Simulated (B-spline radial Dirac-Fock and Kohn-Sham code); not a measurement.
The computed values come from a radial B-spline solver: ΔSCF Dirac-Fock with Breit, self-energy and vacuum polarisation, finite nucleus, configuration average. Free neutral atoms.

Task: Order these X-ray lines by photon energy, lowest first.
A. Pr Lγ1
B. Pd Lα2
C. Gd Lβ3
D. Ba Lγ3
E. Sm Lβ15
F. Sb Lγ1

Result: B (2834.2 eV), F (4349.8 eV), D (5805.8 eV), A (6321.8 eV), E (6578.0 eV), C (6832.7 eV).
